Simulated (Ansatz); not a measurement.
A made-up structure of CH$_{2}$SSe, closed shell:

```json
{"atom": "S1", "x (Å)": "-0.6445", "y (Å)": "-1.3040", "z (Å)": "-0.9191"}
{"atom": "C2", "x (Å)": "-0.2964", "y (Å)": "-0.2271", "z (Å)": "0.3347"}
{"atom": "Se3", "x (Å)": "0.6522", "y (Å)": "1.0305", "z (Å)": "0.3426"}
{"atom": "H4", "x (Å)": "-0.6126", "y (Å)": "-0.1397", "z (Å)": "1.3619"}
{"atom": "H5", "x (Å)": "0.9013", "y (Å)": "0.6403", "z (Å)": "-1.1201"}
```

It is relaxed with PBE-D4/def2-SVP and then PBE0-D4/def2-TZVP (Ansatz 0.2.0). Atoms count as bonded within 1.22 times the sum of their covalent radii (H–H: 0.88 Å). The end point is not checked to be a true minimum.

Task: Does its bonding change? (Judge from chemistry; the calculation decides.)

Result: By the calculation: No: no bond forms or breaks.

Where it ends: The first stage lowers the energy by 2.09 eV in 8 steps. It ends as CH₂SSe ([S][CH][SeH]):
S1  (-0.783, -1.397, -0.738)
C2  (-0.368, -0.305, 0.367)
Se3  (0.798, 1.152, 0.199)
H4  (-0.766, -0.332, 1.382)
H5  (1.119, 0.882, -1.210)
(Å)

Labels in which every atom is bracketed show which atoms are joined, not bond orders.

For scale, one of the runs: PBE0-D4/def2-TZVP relaxation, 128 basis functions, launched by `ansatz run in.yaml --threads 2 --pin off --events-out ev --progress --plain --max-ram 4352MiB`. Hardware: 2 CPU threads of an Arm Neoverse N1, shared host. Wall time about 25 s.
